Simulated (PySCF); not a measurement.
silicon dioxide molecule (O2Si), SMILES O=[Si]=O. Geometry optimised at ωB97X-D3(BJ)/def2-TZVP.

Computed equilibrium geometry at ωB97X-D3(BJ)/def2-TZVP (PySCF confirms it by a frequency run) as Cartesian coordinates in Å, and its point group:
point group D∞h.
```xyz
3

O      0.0000     0.0000    -1.5050
Si     0.0000     0.0000     0.0000
O      0.0000     0.0000     1.5050
```
